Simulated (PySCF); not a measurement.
All values below come from ωB97X-D3(BJ)/def2-TZVP // B3LYP-D3(BJ)/def2-SVP (PySCF 2.14.0). Isolated molecules, 0 K electronic values unless said otherwise. One relaxed conformer stands for a flexible species; it need not be the lowest. Delta-SCF ions had no search for a lower state. 

Reference species (SMILES): `C[CH2][Ge]([CH2]C)([CH2]C)[CH2]C` (neutral, multiplicity 1).

```yaml
HOMO–LUMO gap: 12.50 eV
S1 oscillator strength: 0.040
vertical ionisation energy (Delta-SCF): 9.47 eV
```

Changed species: `C[CH2][Ge]([I])([I])[CH2]C` (C–C–Ge–I torsion 58°, I–Ge–C–C torsion -59°) (2 of 4 C2H5 replaced by I; the reference has 0 of 4 C2H5 replaced by I).

What does the change do to the HOMO–LUMO gap, S1 oscillator strength and vertical ionisation energy (Delta-SCF)?

the HOMO–LUMO gap falls by 2.50 eV, to 10.00 eV; the S1 oscillator strength is nearly the same; the vertical ionisation energy (Delta-SCF) falls by 0.04 eV, to 9.43 eV.
